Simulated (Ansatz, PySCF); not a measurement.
sulfur hexafluoride cation (F₆S), SMILES FS(F)(F)(F)(F)F (connectivity only; charge and spin as stated), charge +1, multiplicity 2. Atoms are numbered in the order given.

```xyz
7

F      0.0000    -1.5910     0.0000
S      0.0000     0.0000     0.0000
F      1.5910     0.0000     0.0000
F      0.0000     0.0000     1.5910
F     -1.5910     0.0000     0.0000
F      0.0000     0.0000    -1.5910
F      0.0000     1.5910     0.0000
```
Charge +1, spin multiplicity 2.

Coordinates come from a TPSSh-D3(BJ)/def2-SVP optimisation. The spin state was assumed, not searched.

Two levels are set side by side: PBE-D3(BJ)/def2-SVP (Ansatz, a program for electronic structure) and TPSSh-D3(BJ)/def2-SVP (PySCF). Each level has its own optimised geometry; the coordinates shown are those of the second. Differences are taken from unrounded values.

```
quantity              TPSSh-D3(BJ)
--------------------  ------------
mean bond length (Å)         1.591
bond F1–S2 (Å)               1.591
bond S2–F3 (Å)               1.591
bond S2–F4 (Å)               1.591
bond S2–F5 (Å)               1.591
bond S2–F6 (Å)               1.591
bond S2–F7 (Å)               1.591
```

### Question
What does PBE-D3(BJ) give, and how far is it from TPSSh-D3(BJ)? (An estimate is asked for; the answer gives what the named calculation found.)

### Answer

```
quantity              PBE-D3(BJ)  PBE-D3(BJ) minus TPSSh-D3(BJ)
--------------------  ----------  -----------------------------
mean bond length (Å)       1.608                          0.017
bond F1–S2 (Å)             1.608                          0.017
bond S2–F3 (Å)             1.608                          0.017
bond S2–F4 (Å)             1.608                          0.017
bond S2–F5 (Å)             1.608                          0.017
bond S2–F6 (Å)             1.608                          0.017
bond S2–F7 (Å)             1.608                          0.017
```

GGA bonds tend to be longer and softer than those of functionals with exact exchange. Differences between two approximate levels are no errors against the true value.
